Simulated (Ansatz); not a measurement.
A nudged elastic band was laid between two geometries of BrH2OSi (5 atoms, charge 0, multiplicity 2).

Method: Ansatz 0.2.0, UKS BLYP/def2-SVP.

```
movable images  : 7
climbing image  : yes
spring          : 5.0 eV/Å²
optimiser       : quadratic models (default)
start path      : through a guess of the saddle point
force threshold : 0.05 eV/Å
iteration limit : 60
end points      : relaxed
```

Image 0:

```xyz
5
Properties=species:S:1:pos:R:3
O -1.222 0.053 -0.128
Si 0.406 0.486 -0.163
Br 1.788 -1.337 -0.028
H -1.515 -0.578 -0.815
H 0.593 1.303 1.092
```

Image 8:

```xyz
5
Properties=species:S:1:pos:R:3
O -1.117 0.231 -0.461
Si 0.159 0.055 0.625
Br 1.858 -1.225 -0.227
H -1.535 -0.593 -0.777
H 0.685 1.458 0.798
```

Problem. What changes between the two ends?

Solution. No bond is made or broken. The height of Si2 over the plane of its neighbours goes from 0.63 to -0.63 Å. The two ends are copies of one structure, up to a mirror image or an exchange of like atoms.

Problem. Give the energies along the band, and the barrier.

Solution. The run converged. The highest image is number 4 of 0 to 8, 21.9 kcal/mol above the ends, which have the same energy within 2 meV. A vibrational analysis at the climbing image gives one clearly imaginary mode, 976i cm⁻¹: a first-order saddle point.

```
image  path coordinate (Å)  energy (kcal/mol)  height of Si2 over the plane of its neighbours (Å)
    0                 0.00                0.0                                                0.63
    1                 0.34                1.0                                                0.63
    2                 0.68                2.7                                                0.58
    3                 1.01                7.3                                                0.37
    4                 1.35               21.9                                               -0.01
    5                 1.60               11.3                                               -0.29
    6                 1.85                2.8                                               -0.52
    7                 2.10                0.5                                               -0.62
    8                 2.35                0.0                                               -0.63
```

Problem. What is the geometry of the highest image?

Solution. 
```xyz
5
Properties=species:S:1:pos:R:3:forces:R:3
O -1.079 0.141 -0.738 0.02 -0.01 0.02
Si 0.346 0.247 0.154 -0.01 0.00 0.00
Br 1.941 -1.291 -0.155 0.00 0.00 0.00
H -1.706 -0.530 -0.404 -0.01 0.00 -0.01
H 0.549 1.360 1.101 0.00 0.00 -0.01
```

Problem. What are the harmonic wavenumbers there?

Solution. 976i, 198, 274, 414, 734, 802, 890, 2267, 3662 cm⁻¹.

The run took 3.1 min on 1 CPU thread of a shared host.
